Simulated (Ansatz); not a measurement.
Frontier orbitals of C$_{3}$H$_{9}$FSi (`C[SiH2]CCF`).

```csv
atom,x (Å),y (Å),z (Å)
C1,0.9592,-1.5688,0.8266
Si2,0.1443,0.0843,1.1243
C3,0.0013,1.1346,-0.4387
C4,-1.0410,0.6642,-1.4233
F5,-0.8092,-0.6595,-1.7808
H6,1.0441,-2.1333,1.7580
H7,1.9645,-1.4362,0.4190
H8,0.3793,-2.1565,0.1131
H9,0.9343,0.8651,2.1194
H10,-1.2268,-0.1035,1.6818
H11,-0.2554,2.1552,-0.1320
H12,0.9795,1.1947,-0.9278
H13,-2.0456,0.7110,-0.9911
H14,-1.0284,1.2489,-2.3483
```

Charge 0, multiplicity 1. The structure was optimised at the PBE0-D4/def2-TZVP level. It is one conformer, not always the lowest. Basis def2-TZVPP, Ansatz 0.2.0.

```tsv
functional	HOMO (eV)	LUMO (eV)
HSE06 (plane-wave form)	-8.14	0.64
```

**Question.** Give HOMO and LUMO (eV) with LDA (SPW92), PBE, revPBE, BLYP, r2SCAN, B97M-V, PBE0, B3LYP, r2SCANh, r2SCAN0, BHLYP, CAM-B3LYP, LC-ωPBE, ωB97X-V, ωB97M-V, HF. (Estimate.)

**Answer.** The calculation gave: 
```tsv
functional	HOMO	LUMO
LDA (SPW92)	-7.26	0.03
PBE	-7.18	0.23
revPBE	-7.14	0.32
BLYP	-7.10	0.27
r2SCAN	-7.47	0.81
B97M-V	-7.60	0.38
PBE0	-8.54	1.01
B3LYP	-8.35	0.74
r2SCANh	-7.98	1.05
r2SCAN0	-8.73	1.40
BHLYP	-9.83	1.67
CAM-B3LYP	-9.95	1.83
LC-ωPBE	-11.29	3.05
ωB97X-V	-10.94	2.87
ωB97M-V	-10.80	2.45
HF	-11.78	3.58
```

B3LYP here is the variant with VWN-RPA as its local correlation; programs differ in this. LC-ωPBE has ω = 0.4 bohr⁻¹. Positive LUMOs are unbound and depend on the basis.
